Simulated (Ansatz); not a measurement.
An input meant for trans-PtH2(AsH3)2 (As2PtH8) (charge 0, triplet; with a point charge).

```yaml
crystal:
  periodic: [false, false, false]
  atoms:
    - {symbol: Pt, position_ang: [0.050958, -0.000003, -0.005845]}
    - {symbol: H, position_ang: [1.703305, -0.011635, 0.020894]}
    - {symbol: As, position_ang: [0.007918, 2.345518, 0.020543]}
    - {symbol: H, position_ang: [-1.074972, 3.063327, 0.790674]}
    - {symbol: H, position_ang: [-0.196893, 3.020274, -1.315345]}
    - {symbol: H, position_ang: [1.186045, 3.165208, 0.494999]}
    - {symbol: H, position_ang: [-1.606886, 0.012429, -0.034182]}
    - {symbol: As, position_ang: [0.004530, -2.345680, -0.021771]}
    - {symbol: H, position_ang: [-1.104653, -3.079395, -0.738146]}
    - {symbol: H, position_ang: [-0.136892, -3.009795, 1.327606]}
    - {symbol: H, position_ang: [1.167540, -3.160248, -0.539437]}
basis:
  gaussian: {orbitals: def2-mTZVP, point_charges: [{charge: 1.00, position_ang: [6.095, 0.343, 0.869]}]}
magnetization: {spin_polarized: true, initial_magnetization: 2}
hamiltonian: {xc: {name: HF}}
correlation: {active_space: {window: {electrons: 6, orbitals: 2}}}
scf: {omitted_lower_state_checks: [starts]}
output: {forces: true}
```

```sh
$ ansatz run in.yaml --threads 4 --pin off --events-out ev --progress --plain --max-ram 3916MiB
```

**Question.** Predict how Ansatz answers.

**Answer.** The program refused the input.
```
Error: invalid value for `correlation.active_space`: it starts from restricted Hartree–Fock orbitals; set hamiltonian.xc: hf without magnetization.spin_polarized
```
